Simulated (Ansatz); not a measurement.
Consider the ligand exchange at a B–O bond: `OB1N[SiH2]1` + `O[SiH3]` → `[SiH3]OB1N[SiH2]1` + H₂O.

Program: Ansatz. Geometries: PBE0-D4/def2-TZVP. ΔE: electronic, gas phase. CCSD(T)/CBS adds triple-zeta CCSD(T) − MP2 to the extrapolated MP2 energy (def2 sets, frozen cores). This one scheme is used for every species. DFT in def2-TZVPP. B3LYP here is the variant with VWN-RPA as its local correlation; programs differ in this. Each species was taken in one conformer, which may not be the lowest.

Question: Is it downhill or uphill in electronic energy at CCSD(T)/CBS, and by how much? (Best estimate.)

Answer: Ansatz gave: Downhill: ΔE = -3.8 kcal/mol.

Question: What do these levels give: PBE-D4, r2SCAN-D4, PBE0-D4, B3LYP-D4, PBE, HF/def2-TZVPP, MP2/def2-TZVPP, SCS-MP2/def2-TZVPP, CCSD/def2-TZVPP, CCSD(T)/def2-TZVPP, SCS-MP2/def2-QZVPP, CCSD/CBS(def2)? (Best estimate.)

Answer: Ansatz gave: PBE-D4 -2.1, r2SCAN-D4 -2.4, PBE0-D4 -2.6, B3LYP-D4 -3.1, PBE -1.2, HF/def2-TZVPP -2.5, MP2/def2-TZVPP -3.2, SCS-MP2/def2-TZVPP -3.1, CCSD/def2-TZVPP -3.0, CCSD(T)/def2-TZVPP -3.2, SCS-MP2/def2-QZVPP -3.5, CCSD/CBS(def2) -3.6 kcal/mol.

Largest T1 diagnostic among the species: 0.013.

The D4 term adds −1.4 kcal/mol with B3LYP and −0.9 kcal/mol with PBE0; it sums over pairs of atoms, weighted by their polarisabilities, and B3LYP, whose exchange is more repulsive, gets the larger term.
